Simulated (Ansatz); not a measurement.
`c1c[se]c(-c2ccc(-c3ccc(-c4ccc(-c5ccc(-c6ccc[se]6)[se]5)[se]4)[se]3)[se]2)c1`. Total charge 0; singlet. Geometry r2SCAN-D4/def2-SVP, basis def2-SVP, Ansatz.

| atom | x (Å) | y (Å) | z (Å) |
| --- | --- | --- | --- |
| C1 | -6.8670 | -1.6254 | 8.5918 |
| C2 | -5.8677 | -1.2828 | 9.4701 |
| Se3 | -4.2949 | -0.8558 | 8.5761 |
| C4 | -5.1948 | -1.2055 | 6.9568 |
| C5 | -4.5578 | -1.0784 | 5.6719 |
| C6 | -5.1199 | -1.3060 | 4.4223 |
| C7 | -4.2685 | -1.1066 | 3.3161 |
| C8 | -2.9698 | -0.7066 | 3.6068 |
| C9 | -1.8916 | -0.4297 | 2.7094 |
| C10 | -0.5929 | -0.0295 | 3.0015 |
| C11 | 0.2576 | 0.1692 | 1.8957 |
| C12 | -0.3033 | -0.0585 | 0.6443 |
| C13 | 0.3025 | 0.0584 | -0.6450 |
| C14 | -0.2576 | -0.1715 | -1.8963 |
| C15 | 0.5930 | 0.0278 | -3.0020 |
| C16 | 1.8908 | 0.4304 | -2.7099 |
| C17 | 2.9691 | 0.7076 | -3.6071 |
| C18 | 4.2682 | 1.1064 | -3.3160 |
| C19 | 5.1198 | 1.3057 | -4.4221 |
| C20 | 4.5575 | 1.0794 | -5.6719 |
| C21 | 5.1949 | 1.2063 | -6.9565 |
| C22 | 6.5031 | 1.5881 | -7.2189 |
| C23 | 6.8672 | 1.6274 | -8.5912 |
| C24 | 5.8694 | 1.2806 | -9.4695 |
| Se25 | 4.2971 | 0.8513 | -8.5759 |
| Se26 | 2.7569 | 0.5565 | -5.4793 |
| Se27 | 2.1074 | 0.5891 | -0.8385 |
| Se28 | -2.1092 | -0.5855 | 0.8379 |
| Se29 | -2.7578 | -0.5531 | 5.4789 |
| C30 | -6.5037 | -1.5845 | 7.2193 |
| H31 | -7.8678 | -1.9085 | 8.9294 |
| H32 | -5.9148 | -1.2432 | 10.5583 |
| H33 | -6.1599 | -1.6204 | 4.3094 |
| H34 | -4.6048 | -1.2565 | 2.2856 |
| H35 | -0.2556 | 0.1208 | 4.0312 |
| H36 | 1.2991 | 0.4840 | 2.0097 |
| H37 | -1.2983 | -0.4887 | -2.0104 |
| H38 | 0.2565 | -0.1246 | -4.0317 |
| H39 | 4.6047 | 1.2549 | -2.2854 |
| H40 | 6.1603 | 1.6184 | -4.3089 |
| H41 | 7.2006 | 1.8408 | -6.4169 |
| H42 | 7.8674 | 1.9125 | -8.9287 |
| H43 | 5.9173 | 1.2390 | -10.5577 |
| H44 | -7.2025 | -1.8337 | 6.4173 |

```csv
run,HOMO (eV),LUMO (eV)
A,-4.57,-3.18
B,-4.81,-2.88
C,-4.38,-2.98
D,-5.12,-2.54
E,-5.23,-2.59
F,-4.55,-3.06
```

Single mean-field runs in def2-SVP are fitted with def2-universal-jkfit.

Problem. The runs used LDA (SPW92), PBE, PBE0, r2SCAN, r2SCAN0, r2SCANh. Estimate which is which.

Solution. A LDA (SPW92) (0 % exact exchange); B r2SCANh (10 % exact exchange); C PBE (0 % exact exchange); D PBE0 (25 % exact exchange); E r2SCAN0 (25 % exact exchange); F r2SCAN (0 % exact exchange). Exact exchange lowers occupied and raises empty levels; among semilocal functionals meta-GGAs tend to open the gap a little, and such runs are hard to tell apart. The gap grows from 1.39 eV (LDA (SPW92)) to 2.63 eV (r2SCAN0).
